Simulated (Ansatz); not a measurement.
Consider the isomerisation: `[F][Ge]([SiH3])([SH])[Cl]` → `F[SiH](Cl)[S][GeH3]`.

Program: Ansatz. Geometries: PBE0-D4/def2-TZVP. ΔE: electronic, gas phase. CCSD(T)/CBS is the MP2 limit (def2-TZVPP, def2-QZVPP) plus CCSD(T) − MP2 in def2-TZVPP, frozen cores. Functionals use def2-TZVPP. B3LYP here is the variant with VWN-RPA as its local correlation; programs differ in this. For Ge outer-core shells are correlated without core-valence functions, which leaves a few kJ/mol of doubt a bond. Scalar relativity is left out up to krypton. One conformer a species, not always the lowest.

CCSD(T)/CBS gives -1.52 eV.

Q: Another level gave -1.43 eV. Which?
A. PBE/def2-TZVPP
B. B3LYP/def2-TZVPP
C. CCSD(T)/def2-TZVPP
D. PBE0/def2-TZVPP

A: C. CCSD(T)/def2-TZVPP -1.43, B3LYP -1.32, PBE -1.27, PBE0 -1.38 eV.

Largest T1 diagnostic among the species: 0.012.

From PBE to PBE0 (25 % exact exchange), in def2-TZVPP and without D4, ΔE moves by −0.11 eV. The D4 term adds −0.04 eV with B3LYP and −0.02 eV with PBE0; it sums over pairs of atoms, weighted by their polarisabilities, and B3LYP, whose exchange is more repulsive, gets the larger term.
